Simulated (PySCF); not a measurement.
# Energy of Pt²⁺ (platinum, charge +2) between two integer charges

The 5d beta orbital of [Xe] 4f14 5d8 is emptied in steps (occupation f), with all orbitals relaxed, ending at [Xe] 4f14 5d7. All numbers are calculated (PySCF 2.14, a scalar-relativistic core potential, in aug-cc-pVTZ-PP with ECP60MDF (6s6p5d3f2g, 88 functions)). The exact energy is a straight line in f; departures are measured from the line between the end points of the same method.

| f | UHF (eV) | LDA (eV) | PBE (eV) |
| --- | --- | --- | --- |
| 1 | 0.000 | 0.000 | 0.000 |
| 0.8 | 0.223 | -0.979 | -0.952 |
| 0.6 | 0.327 | -1.474 | -1.432 |
| 0.4 | 0.320 | -1.479 | -1.436 |
| 0.2 | 0.209 | -0.989 | -0.959 |
| 0 | 0.000 | 0.000 | 0.000 |

Question: For PBE, how does the orbital energy at f = 1 compare with the removal energy?

Answer: −ε = 25.336 eV against a total-energy difference of 31.270 eV. By Janak's theorem ε = ∂E/∂f, so the gap between them reflects the curvature. Along the path −ε is 27.685 (f = 0.8), 30.059 (f = 0.6), 32.452 (f = 0.4), 34.858 (f = 0.2) eV.

```csv
method,E(f=0) − E(f=1) (eV),−ε at f=1 (eV),−ε at f=0.4 (eV)
UHF,29.437,30.868,29.134
LDA,31.559,25.470,32.767
PBE,31.270,25.336,32.452
```

Reference removal energy between the ground levels: 29 ± 1.6 eV (theoretical estimate listed by NIST; NIST Atomic Spectra Database, ionization energies). The calculation has no spin-orbit coupling. The determinant left behind need not be the lowest term of the ion. UHF lacks correlation.
